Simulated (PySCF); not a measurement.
Structure with atom numbers: `[OH:1][B:2]1[O:3][CH2:4][C@@H:5]([F:6])[O:7]1`; H(Xn) means a hydrogen on atom n. Ha(C4) is cis to F6 on the ring; Hb(C4) is trans to F6 on the ring.

Geometry: PBE0-D3(BJ)/def2-SVP; GIAO shifts from PySCF, gas phase, non-relativistic, averaged over equivalent atoms.

At PBE0/def2-SVP (118 basis functions, 9.8 s wall time on 1 thread of an Arm Neoverse V1, shared host):
| atoms | δ (ppm) |
| --- | --- |
| O7 | 136.5 |
| O3 | 82.0 |
| O1 | 66.1 |
| B2 | 20.2 |
| C5 | 106.6 |
| C4 | 69.4 |
| F6 | -112.5 |
| H(C5) | 5.57 |
| Ha(C4) | 3.86 |
| Hb(C4) | 3.83 |
| H(O1) | 3.16 |

References, each an isolated molecule treated in the same way: ¹⁷O (343.04 ppm) vs H2O; ¹¹B (110.67 ppm) vs BF3·OEt2; ¹³C (193.72 ppm) and ¹H (31.34 ppm) against TMS; ¹⁹F (214.64 ppm) vs CFCl3.

Problem. Predict the values at OPBE/pcSseg-1 on the same geometry.

Solution. 
| atoms | δ at OPBE/pcSseg-1 | change |
| --- | --- | --- |
| O7 | 152.0 | +15.5 |
| O3 | 96.5 | +14.5 |
| O1 | 73.2 | +7.1 |
| B2 | 21.0 | +0.8 |
| C5 | 110.8 | +4.2 |
| C4 | 73.8 | +4.4 |
| F6 | -133.8 | -21.3 |
| H(C5) | 6.13 | +0.56 |
| Ha(C4) | 4.16 | +0.30 |
| Hb(C4) | 4.15 | +0.32 |
| H(O1) | 3.20 | +0.04 |

Shifts are taken against calculated references (same method and geometry level): ¹⁷O (σref 332.03) against H2O; ¹¹B (σref 100.31) against BF3·OEt2; ¹³C (σref 185.13), ¹H (σref 31.23) vs TMS; ¹⁹F (σref 155.97) vs CFCl3.

The largest change is at F6 (fluorine on an sp3 carbon). Cost: 139 basis functions, 18 s wall time on 1 thread of an Arm Neoverse V1, shared host.

Unscaled 19F shifts against computed CFCl3 carry errors that often reach 10 to 50 ppm. Experimental scales use liquid or dissolved standards, which lie at an offset from isolated H2O (liquid H2O: subtract about 36 ppm).
